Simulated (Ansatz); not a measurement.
A run on `C[CH2][In@-]1([F])[Br+][In@@-]([F])([CH2]C)[Br+]1` with other settings.

```yaml
crystal:
  periodic: [false, false, false]
  atoms:
    - {symbol: C, position_ang: [0.494508, -2.325498, -2.549812]}
    - {symbol: C, position_ang: [0.225249, -1.023941, -3.285571]}
    - {symbol: In, position_ang: [0.546491, 0.706649, -2.065731]}
    - {symbol: F, position_ang: [1.253312, 2.486797, -2.406702]}
    - {symbol: Br, position_ang: [-1.635321, 1.330935, -0.605892]}
    - {symbol: In, position_ang: [-0.566485, -0.210062, 1.295299]}
    - {symbol: F, position_ang: [-1.028781, -1.952256, 0.538799]}
    - {symbol: C, position_ang: [-0.691323, 0.661913, 3.243560]}
    - {symbol: C, position_ang: [-0.185511, 2.095013, 3.255698]}
    - {symbol: Br, position_ang: [1.857517, 0.067407, 0.203314]}
    - {symbol: H, position_ang: [0.294521, -3.175945, -3.209404]}
    - {symbol: H, position_ang: [1.534648, -2.402340, -2.225818]}
    - {symbol: H, position_ang: [-0.133249, -2.435478, -1.663383]}
    - {symbol: H, position_ang: [-0.813977, -0.948027, -3.612091]}
    - {symbol: H, position_ang: [0.860295, -0.902796, -4.165447]}
    - {symbol: H, position_ang: [-1.737780, 0.593186, 3.547247]}
    - {symbol: H, position_ang: [-0.112614, 0.016939, 3.907799]}
    - {symbol: H, position_ang: [-0.257519, 2.517889, 4.262354]}
    - {symbol: H, position_ang: [-0.764009, 2.737935, 2.588758]}
    - {symbol: H, position_ang: [0.860029, 2.161668, 2.947030]}
basis:
  gaussian: {orbitals: x2c-TZVPPall}
total_charge: 1
magnetization: {spin_polarized: true, initial_magnetization: 1}
hamiltonian: {xc: {name: rPW86-PBE}}
scf: {lower_state_search: light}
output: {forces: true}
```

```sh
$ ansatz run in.yaml --threads 11 --pin off --events-out ev --progress --plain --max-ram 166912MiB --backend cuda --devices 0, --max-vram 75GiB
```

Shortened log:

```
Functional definition: rPW86-PBE
3484 factors; their error is unknown
mean field evaluation 1: about -471756.3458 eV, gradient 1.1e2 eV
mean field evaluation 2: about -471283.2052 eV, gradient 3.0e2 eV
mean field evaluation 4: about -471781.6484 eV, gradient 7.7e1 eV
mean field evaluation 8: about -471805.7457 eV, gradient 1.5e1 eV
mean field evaluation 16: about -471807.3203 eV, gradient 2.3e-1 eV
mean field evaluation 32: about -471807.2588 eV, gradient 3.3e-4 eV
mean field -471807.25875909 eV, -17338.5969569504 hartree, gradient 1.1e-5 eV, S^2 0.753434; 8 other end points of the search recorded, 0 dependent functions left out
reference -471807.25892900 eV, -17338.5969631944 hartree; 110, 109 occupied and 432, 433 virtual orbitals, 3484 factors
Total energy: -471807.25892900 eV, -17338.5969631944 hartree
Relativity: scalar
Atom 0 at     0.494508    -2.325498    -2.549812 Å, force     0.193534     0.675202     0.586897 eV/Å
Atom 1 at     0.225249    -1.023941    -3.285571 Å, force    -0.343859    -1.914959    -1.001104 eV/Å
Atom 2 at     0.546491     0.706649    -2.065731 Å, force     0.107633     0.629057     0.462916 eV/Å
Atom 3 at     1.253312     2.486797    -2.406702 Å, force     0.171809     0.379132    -0.151618 eV/Å
Atom 4 at    -1.635321     1.330935    -0.605892 Å, force    -0.327412     0.137734    -0.140353 eV/Å
Atom 5 at    -0.566485    -0.210062     1.295299 Å, force     0.005374    -0.209982    -0.349743 eV/Å
Atom 6 at    -1.028781    -1.952256     0.538799 Å, force    -0.134669    -0.458178    -0.167253 eV/Å
Atom 7 at    -0.691323     0.661913     3.243560 Å, force    -0.003561     0.986355     1.606260 eV/Å
Atom 8 at    -0.185511     2.095013     3.255698 Å, force     0.076431    -0.193148    -0.683885 eV/Å
Atom 9 at     1.857517     0.067407     0.203314 Å, force     0.364081    -0.065803     0.037756 eV/Å
Atom 10 at     0.294521    -3.175945    -3.209404 Å, force    -0.086703    -0.118822    -0.298088 eV/Å
Atom 11 at     1.534648    -2.402340    -2.225818 Å, force     0.114808    -0.126278    -0.085928 eV/Å
Atom 12 at    -0.133249    -2.435478    -1.663383 Å, force    -0.139999    -0.127895    -0.003226 eV/Å
Atom 13 at    -0.813977    -0.948027    -3.612091 Å, force    -0.183932     0.307455     0.173915 eV/Å
Atom 14 at     0.860295    -0.902796    -4.165447 Å, force     0.268819     0.369523     0.050109 eV/Å
Atom 15 at    -1.737780     0.593186     3.547247 Å, force    -0.220907    -0.143840    -0.282921 eV/Å
Atom 16 at    -0.112614     0.016939     3.907799 Å, force     0.171738    -0.279554    -0.192338 eV/Å
Atom 17 at    -0.257519     2.517889     4.262354 Å, force    -0.061731    -0.022169     0.266158 eV/Å
Atom 18 at    -0.764009     2.737935     2.588758 Å, force    -0.095319     0.125461     0.062750 eV/Å
Atom 19 at     0.860029     2.161668     2.947030 Å, force     0.123866     0.050709     0.109694 eV/Å
Dipole moment:    -0.154487    -0.349978     0.356290 e Å
```

Run time 12 s (11 threads of an AMD EPYC 7R13 on a shared host and a whole NVIDIA H100 80 GB); peak host memory 1.7 GiB.
